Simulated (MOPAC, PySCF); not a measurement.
C9H7NSSi, SMILES `N#Cc1cc2ccc([SiH3])cc2s1`, neutral singlet in the gas phase. 

Cartesian coordinates (Å):
```xyz
19

N      5.5294     0.6612     1.0606
C      4.3976     0.5191     0.7749
C      3.0314     0.3509     0.4357
C      2.5116    -0.3503    -0.6406
C      1.0810    -0.3159    -0.6827
C      0.1923    -0.9052    -1.6164
C     -1.1808    -0.7384    -1.4576
C     -1.7264     0.0132    -0.3755
Si    -3.5971     0.2128    -0.1969
C     -0.8568     0.6033     0.5582
C      0.5311     0.4375     0.4017
S      1.7802     1.0825     1.4415
H      3.1446    -0.8699    -1.3717
H      0.5939    -1.4890    -2.4584
H     -1.8593    -1.2022    -2.1913
H     -3.8840     1.0553     1.0150
H     -4.2603    -1.1299    -0.0419
H     -4.1766     0.8762    -1.4176
H     -1.2517     1.1890     1.4025
```
Charge 0, multiplicity 1.

All levels are single points at this geometry (PBE-D3(BJ)/def2-SVP); Pople sets use spherical d functions. Orbital energies aren't observables, and empty levels follow the basis.

PM6 in MOPAC gives HOMO (eV) = -9.07.

Estimate the HOMO (eV) from each of these levels: PBE-D3(BJ)/def2-TZVP in PySCF; B3LYP/3-21G in PySCF; BP86/6-31G* in PySCF; M06-2X/6-31G* in PySCF; SVWN5/6-31G* in PySCF; HF/6-31G* in PySCF; HF/STO-3G in PySCF; PM7 in MOPAC.


| level | HOMO (eV) |
|---|---|
| PBE-D3(BJ)/def2-TZVP in PySCF | -6.14 |
| B3LYP/3-21G in PySCF | -6.65 |
| BP86/6-31G* in PySCF | -5.99 |
| M06-2X/6-31G* in PySCF | -7.83 |
| SVWN5/6-31G* in PySCF | -6.05 |
| HF/6-31G* in PySCF | -8.68 |
| HF/STO-3G in PySCF | -6.42 |
| PM7 in MOPAC | -8.95 |
